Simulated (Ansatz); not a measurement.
This geometry of C4H9N3 (16 atoms, charge 0, multiplicity 1) is a first-order saddle point.

Level of theory: Ansatz, RKS B3LYP/def2-SVP.

```xyz
16
Properties=species:S:1:pos:R:3
C -1.745 1.367 0.947
C -0.814 0.386 0.979
N -0.493 -0.380 2.080
C -0.013 0.004 -0.240
N -0.545 0.384 -1.452
N 1.100 -0.602 -0.036
C 1.959 -1.030 -1.108
H -2.316 1.635 1.839
H -1.916 1.956 0.047
H 0.418 -0.825 1.976
H -0.673 0.034 2.987
H -1.545 0.528 -1.495
H -0.124 0.024 -2.298
H 1.697 -0.672 -2.125
H 2.993 -0.698 -0.912
H 1.994 -2.135 -1.148
```

(1) Which two structures does it join? (They come from a converged band through this point; their orientation in space is the band's.)

(2) How far does it lie above each of them?

Answers

(1) No bond is made or broken. The dihedral C4–N6–C7–H14 goes from 70 to -51°. The two ends are copies of one structure, up to a mirror image or an exchange of like atoms.

Image 0:

```xyz
16
Properties=species:S:1:pos:R:3
C -1.912 1.178 0.848
C -0.783 0.445 0.987
N -0.215 0.063 2.183
C -0.010 -0.062 -0.201
N -0.687 -0.119 -1.396
N 1.225 -0.367 -0.018
C 2.000 -0.863 -1.127
H -2.462 1.541 1.720
H -2.277 1.478 -0.134
H 0.760 -0.210 2.068
H -0.412 0.648 2.986
H -1.697 -0.178 -1.366
H -0.240 -0.564 -2.187
H 2.194 -0.079 -1.887
H 2.979 -1.222 -0.776
H 1.512 -1.710 -1.658
```

Image 10:

```xyz
16
Properties=species:S:1:pos:R:3
C -1.666 1.465 0.915
C -0.804 0.423 0.979
N -0.576 -0.364 2.087
C 0.011 -0.010 -0.209
N -0.439 0.395 -1.444
N 1.077 -0.689 0.020
C 1.884 -1.131 -1.090
H -2.252 1.770 1.785
H -1.758 2.068 0.013
H 0.304 -0.874 2.012
H -0.756 0.060 2.989
H -1.421 0.620 -1.538
H 0.010 0.023 -2.270
H 1.299 -1.661 -1.873
H 2.402 -0.289 -1.593
H 2.663 -1.826 -0.741
```

(2) 0.047 eV above the first and 0.047 eV above the second. This is the barrier of this one path; another mechanism may lie lower.

Time of the run: 3 min on 2 threads of AMD EPYC 9R14 (Zen 4), with other jobs on the host, peak memory 0.43 GiB.
